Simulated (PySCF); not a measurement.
The dipole of `COC[SiH](OC)OC` from its density and from atomic charges.

Coordinates (PBE0-D3(BJ)/def2-SVP, Å) and charges (e) from the PBE0/pcSseg-1 density (PySCF):

| atom | x | y | z | Mulliken | IAO | Hirshfeld | ESP-fitted |
| --- | --- | --- | --- | --- | --- | --- | --- |
| C1 | 2.817 | 1.056 | -1.564 | -0.0290 | -0.1901 | -0.0381 | -0.1647 |
| O2 | 1.458 | 0.751 | -1.604 | -0.5261 | -0.3848 | -0.1350 | -0.2377 |
| C3 | 1.122 | -0.424 | -0.909 | -0.2623 | -0.3685 | -0.0928 | -0.2681 |
| Si4 | -0.737 | -0.638 | -1.072 | +1.1131 | +1.3370 | +0.4588 | +0.7699 |
| O5 | -1.551 | 0.613 | -0.350 | -0.6549 | -0.6446 | -0.2354 | -0.3297 |
| C6 | -1.609 | 1.933 | -0.816 | -0.0211 | -0.1904 | -0.0357 | -0.2267 |
| O7 | -1.105 | -2.014 | -0.239 | -0.6450 | -0.6361 | -0.2319 | -0.4571 |
| C8 | -2.396 | -2.491 | 0.019 | -0.0188 | -0.1910 | -0.0327 | -0.0443 |
| H9 | 3.431 | 0.263 | -2.035 | +0.0897 | +0.1174 | +0.0350 | +0.0900 |
| H10 | 2.973 | 1.994 | -2.116 | +0.1211 | +0.1519 | +0.0487 | +0.1111 |
| H11 | 3.179 | 1.193 | -0.525 | +0.0882 | +0.1173 | +0.0350 | +0.0932 |
| H12 | 1.391 | -0.356 | 0.166 | +0.1287 | +0.1276 | +0.0367 | +0.1284 |
| H13 | 1.661 | -1.308 | -1.311 | +0.1228 | +0.1265 | +0.0352 | +0.1120 |
| H14 | -1.155 | -0.729 | -2.506 | -0.1503 | -0.1821 | -0.0901 | -0.1391 |
| H15 | -2.111 | 2.001 | -1.798 | +0.0955 | +0.1231 | +0.0375 | +0.0966 |
| H16 | -0.603 | 2.374 | -0.917 | +0.1113 | +0.1351 | +0.0347 | +0.1152 |
| H17 | -2.187 | 2.536 | -0.098 | +0.1138 | +0.1456 | +0.0444 | +0.1236 |
| H18 | -3.008 | -1.742 | 0.550 | +0.1096 | +0.1342 | +0.0410 | +0.0609 |
| H19 | -2.925 | -2.772 | -0.911 | +0.0969 | +0.1235 | +0.0387 | +0.0722 |
| H20 | -2.322 | -3.389 | 0.651 | +0.1167 | +0.1483 | +0.0463 | +0.0941 |

What dipole does each set of charges give (1 e·Å = 4.803 D), and what does the density give?

The full density gives (0.52, 0.39, -0.20) D, 0.68 D in size; dipole vectors point from the negative to the positive end.

| scheme | μx | μy | μz | size (D) | share of the full size (%) | angle to the full dipole (°) |
| --- | --- | --- | --- | --- | --- | --- |
| Mulliken | -0.26 | 0.20 | -0.72 | 0.79 | 116 | 81 |
| IAO | 0.13 | 0.29 | -1.28 | 1.32 | 193 | 61 |
| Hirshfeld | 0.28 | 0.14 | -0.28 | 0.42 | 62 | 26 |
| ESP-fitted | 0.54 | 0.39 | -0.20 | 0.70 | 102 | 1 |

Which set comes closest?

Length of the difference vector: ESP-fitted 0.02 D, Hirshfeld 0.36 D, Mulliken 0.96 D, IAO 1.16 D. Closest: ESP-fitted. The schemes that divide the density aren't constrained to reproduce the dipole.

What is left for the Hirshfeld atoms' own dipoles?

The Hirshfeld atoms' densities add up to the full density, so μ = Σ q r + Σ (atomic dipoles). The atomic dipoles sum to (0.52, 0.39, -0.20) − (0.28, 0.14, -0.28) = (0.24, 0.25, 0.08) D, 0.36 D in size.

With the origin at the mean of the coordinates, (-0.184, -0.057, -0.869) Å, which are the largest single terms, by size, of the IAO dipole along the direction of the full one?

O7 +6.15, Si4 -4.48, O2 -3.57, C8 +3.07, H10 +2.89 D; all 20 atoms together +0.64 D. The single terms depend on the origin, their sum doesn't.

Give the size of the full dipole in other units.

0.68 D = 0.269 au = 0.143 e·Å = 2.28 × 10⁻³⁰ C·m.

Geometry: PBE0-D3(BJ)/def2-SVP, one conformer, isolated molecule.

The run behind these numbers computed NMR shieldings as well. The run took 64 s of wall time on an Intel Xeon at 2.70 GHz with one thread, no GPU, on a shared host, and the process peaked at 0.91 GiB of memory.

Shape of the structure used: `[CH3:1][O:2][CH2:3][SiH:4]([O:5][CH3:6])[O:7][CH3:8]`: C1–O2–C3–Si4 179°, O2–C3–Si4–O5 -63°, C3–Si4–O5–C6 71°, C3–Si4–O7–C8 173°.
